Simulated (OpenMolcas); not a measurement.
## Ta3+ in Cs2NaYF6

Ta3+ with its 6 nearest fluoride ions at 2.082 Å, on the Y site of Cs2NaYF6 (a = 9.075 Å, distance in the model lattice 2.178 Å). The rest of the host is ab initio model potentials to 7.6 Å, with orthogonalisation functions on the cations behind the ligands, and point charges beyond; the distance is set by hand and nothing relaxes. Ligand basis ANO-RCC-VDZP.
```
Ta    0.0000    0.0000    0.0000
F     2.0820    0.0000    0.0000
F     0.0000    2.0820    0.0000
F    -2.0820    0.0000    0.0000
F     0.0000   -2.0820    0.0000
F     0.0000    0.0000    2.0820
F     0.0000    0.0000   -2.0820
```

* Program: OpenMolcas
* Method: SS-CASPT2, IPEA 0.25 Eh, imaginary shift 0.1 Eh (the lowest 17 gerade and 18 ungerade orbitals frozen, chosen by energy and not by shell, so the metal 5p can be frozen and 4f correlated)
* Basis: ANO-RCC-VTZP [8s7p5d3f2g1h]
* Scalar Hamiltonian: DKH2, point nucleus
* Active space: 2 electrons in 5 orbitals (5d)
* State averaging: 2S+1 = 3 even, 10 roots; 2S+1 = 1 even, 15 roots
* Spin-orbit coupling: state interaction with AMFI integrals over the reference wave functions

The lowest spin-free states (labels of O, the rotations of Oh), above the lowest:

```tsv
State	Degeneracy	E (cm-1)
3T1	3	0
1T2	3	8800
1E	2	8970
1A1	1	18750
3T2	3	28270
3T1	3	34810
1T2	3	37780
1T1	3	40300
3A2	1	58010
1E	2	67180
1A1	1	76150
```

The lowest levels with spin-orbit coupling:

| E (cm-1) | Degeneracy | Label | 2S+1 |
| --- | --- | --- | --- |
| 0 | 2 | E | 3 |
| 210 | 3 | T2 | 3 |
| 3190 | 3 | T1 | 3 |
| 4130 | 1 | A1 | 3 |
| 10680 | 3 | T2 | 1 |
| 11090 | 2 | E | 1 |
| 20870 | 1 | A1 | 1 |
| 29330 | 1 | A2 | 3 |
| 29950 | 3 | T2 | 3 |
| 30840 | 3 | T1 | 3 |
| 30940 | 2 | E | 3 |
| 35570 | 1 | A1 | 3 |
| 36220 | 3 | T1 | 3 |
| 37070 | 3 | T2 | 3 (76 %) |
| 38150 | 2 | E | 3 |
| 40760 | 3 | T2 | 1 (74 %) |
| 42760 | 3 | T1 | 1 |
| 60750 | 3 | T2 | 3 |
| 69740 | 2 | E | 1 |
| 78760 | 1 | A1 | 1 |

Powder χT (cm3 K/mol): 0.00129 at 2 K, 0.00647 at 10 K, 0.0325 at 50 K, 0.0657 at 100 K, 0.117 at 200 K, 0.153 at 300 K. The effective moment at 300 K is 2.828 √(χT) = 1.11 μB.

The lowest level has 2S+1 = 3, for which the spin-only value is χT = S(S+1) / 2 = 1.000 cm3 K/mol (g = 2). The computed 0.153 at 300 K differs by -0.847, through orbital momentum, spin-orbit coupling and any other state in reach. With a threefold ground state the orbital momentum is unquenched, so the spin-only value is not expected to hold.

A least-squares ligand-field fit to the states below 45000 cm-1, each weighted by its degeneracy and with a free common offset, gives 10Dq = 29609 cm-1, B = 521 cm-1 and C = 2599 cm-1 (C/B = 4.99), with an rms deviation of 321 cm-1.

Roots that are degenerate in the reference are averaged as groups; the widest CASPT2 spread within a group is 100 cm-1 (the 3-fold group of multiplicity 1 near 8800 cm-1 above the lowest state of its run). Shifts and gaps below about the spread of the groups concerned are not significant. Over all roots computed the reference weight is 0.74 to 0.75; a low but even weight reflects the number of correlated electrons. An orbital triplet at a regular site is open to Jahn-Teller coupling, which can distort the site and quench the lowest spin-orbit gaps and is left out. The least metal-like active orbital is 82 % on the metal (Löwdin) and no ligand orbital is active, so the numbers are rough. Ligand-to-metal charge-transfer states are missing. With no ligand orbital active B as a rule stays too high, so bands that hang on it stand too high and its fall with covalency is understated. With one d shell and no ligand orbital active, 10Dq can be off by a tenth or more. No measured value stands beside these numbers; the geometry was set by hand and not optimised.

The CASPT2 steps took 3.7 min on 1 thread of Intel(R) Xeon(R) Platinum 8488C (Sapphire Rapids), with other jobs on the host; the integral step is not counted.
